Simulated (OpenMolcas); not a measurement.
Ni4+ among 6 point charges of -2 e arranged as a trigonal antiprism (D3d), with a polar angle of 56.4° against the regular 54.74°.

| Item | Value |
| --- | --- |
| Program | OpenMolcas 26.06 |
| Method | SS-CASPT2, IPEA 0.25 Eh, imaginary shift 0.1 Eh (closed shells correlated: 3s 3p) |
| Basis | ANO-RCC-VTZP [6s5p3d2f1g] |
| Scalar Hamiltonian | DKH2, point nucleus |
| Active space | 6 electrons in 5 orbitals (3d) |
| State averaging | 2S+1 = 5 even, 5 roots; 2S+1 = 3 even, 45 roots; 2S+1 = 1 even, 50 roots |
| Spin-orbit coupling | state interaction with AMFI integrals over the reference wave functions |

All point charges move together. At R = 1.57 Å the first state of the same spin is 1170 cm-1, and at R = 1.66 Å it is 970 cm-1.

Task: A third run gives 690 cm-1. What distance was it run at?

Result: With a power law R^-n the two known points give n = -ln(970 / 1170) / ln(1.66 / 1.57) = 3.36. Then R = 1.57 × (1170 / 690)^(1/3.36) = 1.837 Å. The run was at 1.83 Å, so the estimate is off by +0.007 Å.

Roots that are degenerate in the reference are averaged as groups; the widest CASPT2 spread within a group is 82 cm-1 (the 2-fold group of multiplicity 1 near 46100 cm-1 above the lowest state of its run, R = 1.57). Shifts and gaps below about the spread of the groups concerned are not significant. Point charges give a weaker field than real ligands, and real ions of this kind are often low spin; the high spin found here belongs to the model. Free-ion shares, where given, are those of the reference states; single-state CASPT2 does not remix them. The ground term spreads over less than 5000 cm-1, several times less than with real ligands, so orbital moments are less quenched and χT lies further from the spin-only value than at real sites (holds for R = 1.83). This is an electrostatic model: the charges have no orbitals. No measured value stands beside these numbers.
